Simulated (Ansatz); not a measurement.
Program: Ansatz. Geometries: PBE0-D4/def2-TZVP. ΔE: electronic, gas phase. CBS: MP2 limit from def2 TZ/QZ plus the TZ coupled-cluster correction, frozen cores. Functionals use def2-TZVPP. Each species was taken in one conformer, which may not be the lowest.

Reaction (formal exchange of groups at a B–N bond): `BN(C)BC` + `CCCOC` → `CBCOC` + `BN(C)CC`

```json
{"species": "`BN(C)BC`", "PBE energy (Eh)": "-185.92030"}
{"species": "`CCCOC`", "PBE energy (Eh)": "-233.43624"}
{"species": "`CBCOC`", "PBE energy (Eh)": "-219.56922"}
{"species": "`BN(C)CC`", "PBE energy (Eh)": "-199.74563"}
```

Work out ΔE.

ΔE = (-219.56922) + (-199.74563) − (-185.92030) − (-233.43624) = 0.04169 Eh = +109.5 kJ/mol. CCSD(T)/CBS gives +122.0 kJ/mol.

Largest T1 diagnostic among the species: 0.012.

In def2-TZVPP, CCSD(T) changes the Hartree–Fock value by −10.9 kJ/mol (the triples alone add −1.3 kJ/mol) and MP2 by −7.4 kJ/mol. From PBE to PBE0 (25 % exact exchange), in def2-TZVPP and without D4, ΔE moves by +6.0 kJ/mol.
